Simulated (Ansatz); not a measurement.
Cartesian coordinates (Å):
SMILES: S=c1ccc1=S
```xyz
8

S      2.6079    -0.1126     0.0264
C      1.0044    -0.0852     0.0089
C     -0.1008    -1.0632    -0.0348
C     -1.0638    -0.0987    -0.0154
C     -0.0832     1.0041     0.0308
S     -0.1076     2.6070     0.0814
H     -0.1130    -2.1427    -0.0689
H     -2.1438    -0.1088    -0.0283
```
Charge 0, multiplicity 1.

Calculation: Ansatz (a program for electronic structure) with frozen-core CCSD(T)/cc-pVTZ // B3LYP-D3(BJ)/def2-TZVP. The restricted HF reference is unstable towards unrestricted orbitals.

```json
{
 "HF energy": "-947.68356 Ha",
 "MP2 correlation energy": "-0.94678 Ha"
}
```

Estimate the CCSD correlation energy, the (T) correction, the total energy and the T1 diagnostic.


```
Item                            Result
-----------------------  -------------
CCSD correlation energy    -0.97567 Ha
(T) correction             -0.05963 Ha
CCSD(T) total energy     -948.71887 Ha
T1 diagnostic                    0.019
```
